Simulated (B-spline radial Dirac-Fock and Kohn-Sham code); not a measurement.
**Elastic and transport cross sections of rubidium for electrons**

Calculated with a radial finite-basis atomic code, using relativistic (Dirac) partial waves in the static field of the Dirac-Fock atom with Furness-McCarthy exchange, without polarisation or absorption potentials. σ_tr1 and σ_tr2 weight the cross section with 1 − P₁ and 1 − P₂ of cos θ; "backward" is the share scattered beyond 90°.

```csv
energy (eV),σ (a₀²),σ_tr1 (a₀²),σ_tr2 (a₀²),σ/σ_tr1,backward (%)
1560,6.87,0.846,1.02,8.12,4.7
1840,6.22,0.679,0.878,9.17,4.1
1910,6.08,0.645,0.848,9.43,3.9
2000,?,?,?,?,?
2680,4.94,0.403,0.599,12.3,2.8
2780,4.83,0.383,0.576,12.6,2.7
3000,4.60,0.343,0.530,13.4,2.4
3060,4.55,0.334,0.518,13.6,2.4
3370,4.28,0.290,0.464,14.7,2.1
5000,3.31,0.162,0.288,20.5,1.3
5070,3.28,0.159,0.283,20.7,1.3
5670,3.05,0.134,0.245,22.8,1.1
7690,2.48,0.0838,0.163,29.6,0.75
8390,2.33,0.0732,0.145,31.9,0.67
8580,2.30,0.0706,0.140,32.5,0.65
10000,2.06,0.0555,0.113,37.2,0.53
13700,1.65,0.0336,0.0718,49.0,0.35
17000,1.41,0.0237,0.0520,59.3,0.26
19800,1.26,0.0185,0.0413,67.9,0.21
```

Question: Fill in the row for 2 keV.

Answer: σ = 5.91 a₀², σ_tr1 = 0.606 a₀², σ_tr2 = 0.810 a₀², σ/σ_tr1 = 9.76, backward 3.8 %. The ratio σ/σ_tr1 is roughly the number of elastic collisions that randomise the direction.
